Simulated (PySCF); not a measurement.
Isomers of C4H11NOSi3, mass 173.015 u with the commonest isotopes. Level of theory: PBE0/pcSseg-1 in PySCF (dipole) on a GFN2-xTB geometry, gas phase. One conformer each, none proved a minimum here; rigid rotors.

**Question.** Order these by rotational constant C, largest first.
A. `[CH3:1][O:2][C@@H:3]1[CH2:4][Si@H:5]([C:6]#[N:7])[SiH2:8][SiH2:9]1` with C1–O2–C3–C4 -81°, O2–C3–C4–Si5 -47°, C3–C4–Si5–C6 85°, C4–Si5–Si8–Si9 3°, Si5–Si8–Si9–C3 21°
B. `[CH3:1][O:2][Si@@H:3]1[CH2:4][C@@H:5]([C:6]#[N:7])[SiH2:8][SiH2:9]1` with C1–O2–Si3–C4 177°, O2–Si3–C4–C5 -154°, Si3–C4–C5–C6 -64°, C4–C5–Si8–Si9 -43°, C5–Si8–Si9–Si3 15°
C. `[N:1]#[C:2][C@@H:3]1[CH2:4][C@H:5]([O:6][SiH3:7])[SiH2:8][SiH2:9]1` with C4–C5–O6–Si7 82°, C2–C3–C4–C5 -175°, C3–C4–C5–O6 171°, C4–C5–Si8–Si9 -26°, C5–Si8–Si9–C3 -1°

**Answer.** A (691.1 MHz), B (598.5 MHz), C (444.4 MHz).

**Question.** Order these by dipole moment, largest first.
A. `[N:1]#[C:2][C@@H:3]1[CH2:4][C@H:5]([O:6][SiH3:7])[SiH2:8][SiH2:9]1` with C4–C5–O6–Si7 82°, C2–C3–C4–C5 -175°, C3–C4–C5–O6 171°, C4–C5–Si8–Si9 -26°, C5–Si8–Si9–C3 -1°
B. `[CH3:1][O:2][Si@@H:3]1[CH2:4][C@@H:5]([C:6]#[N:7])[SiH2:8][SiH2:9]1` with C1–O2–Si3–C4 177°, O2–Si3–C4–C5 -154°, Si3–C4–C5–C6 -64°, C4–C5–Si8–Si9 -43°, C5–Si8–Si9–Si3 15°
C. `[CH3:1][O:2][C@@H:3]1[CH2:4][Si@H:5]([C:6]#[N:7])[SiH2:8][SiH2:9]1` with C1–O2–C3–C4 -81°, O2–C3–C4–Si5 -47°, C3–C4–Si5–C6 85°, C4–Si5–Si8–Si9 3°, Si5–Si8–Si9–C3 21°

**Answer.** A (4.15 D), B (4.01 D), C (3.89 D).

**Question.** Order these by radius of gyration √(Σ m r²/M), largest first.
A. `[CH3:1][O:2][C@@H:3]1[CH2:4][Si@H:5]([C:6]#[N:7])[SiH2:8][SiH2:9]1` with C1–O2–C3–C4 -81°, O2–C3–C4–Si5 -47°, C3–C4–Si5–C6 85°, C4–Si5–Si8–Si9 3°, Si5–Si8–Si9–C3 21°
B. `[N:1]#[C:2][C@@H:3]1[CH2:4][C@H:5]([O:6][SiH3:7])[SiH2:8][SiH2:9]1` with C4–C5–O6–Si7 82°, C2–C3–C4–C5 -175°, C3–C4–C5–O6 171°, C4–C5–Si8–Si9 -26°, C5–Si8–Si9–C3 -1°
C. `[CH3:1][O:2][Si@@H:3]1[CH2:4][C@@H:5]([C:6]#[N:7])[SiH2:8][SiH2:9]1` with C1–O2–Si3–C4 177°, O2–Si3–C4–C5 -154°, Si3–C4–C5–C6 -64°, C4–C5–Si8–Si9 -43°, C5–Si8–Si9–Si3 15°

**Answer.** B (2.590 Å), C (2.339 Å), A (2.201 Å).

```tsv
SMILES	point group	Ia (u·Å²)	Ib (u·Å²)	Ic (u·Å²)	κ	μa (D)	μb (D)	μc (D)
N#C[C@@H]1C[C@H](O[SiH3])[SiH2][SiH2]1	C1	340.88	842.54	1137.22	-0.70	2.60	2.68	1.79
CO[C@@H]1C[Si@H](C#N)[SiH2][SiH2]1	C1	382.49	562.88	731.30	-0.34	3.26	0.71	1.99
CO[Si@@H]1C[C@@H](C#N)[SiH2][SiH2]1	C1	334.73	713.61	844.40	-0.76	2.81	1.92	2.13
```
